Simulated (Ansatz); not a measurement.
The first iterations of a band of CH5ClSn (8 atoms, charge 0, multiplicity 1).

These are results of RKS B3LYP-D4/def2-SVP (Ansatz 0.2.0), not measurements.

```
movable images  : 5
climbing image  : yes
spring          : 50.0 eV/Å²
optimiser       : quadratic models (default)
start path      : through a guess of the saddle point
force threshold : 0.05 eV/Å
iteration limit : 60
end points      : relaxed
```

Image 0:

```xyz
8
Properties=species:S:1:pos:R:3
Sn 0.489 0.100 0.030
C 1.055 -0.043 2.106
H 0.151 -0.151 2.722
H 1.700 -0.921 2.247
H 1.599 0.864 2.409
H 1.837 0.158 -1.036
H -0.626 1.370 -0.283
Cl -0.662 -1.924 -0.479
```

Image 6:

```xyz
8
Properties=species:S:1:pos:R:3
Sn 0.087 -0.029 -1.148
C 1.512 -0.040 1.884
H 0.628 -0.685 1.777
H 2.252 -0.542 2.524
H 1.219 0.920 2.327
H 1.989 0.143 0.904
H -0.716 1.360 -0.338
Cl -1.428 -1.673 -0.215
```

| iteration | highest image above the first end (eV) | largest band force component (eV/Å) |
| --- | --- | --- |
| 1 | 4.823 | 3.568 |
| 2 | 3.661 | 2.419 |
| 3 | 2.895 | 1.943 |
| 4 | 2.427 | 1.698 |

Q: Does the band converge within its limit, and where does its top end?

A: The run converged. It ended after 13 iterations with the highest image 2.363 eV above the first end. Neighbouring images differ by up to 1.8 eV, so the band resolves the path poorly. Another band between the same ends (5 images) ends at a top of the same energy, where a vibrational analysis finds 1 clearly imaginary mode. The orbitals stay closed-shell, which can raise the energy where a bond breaks towards radicals; this wasn't checked here.

The run took 4.7 min on 1 thread of Arm Neoverse V1, on a shared host, peak memory 0.17 GiB.
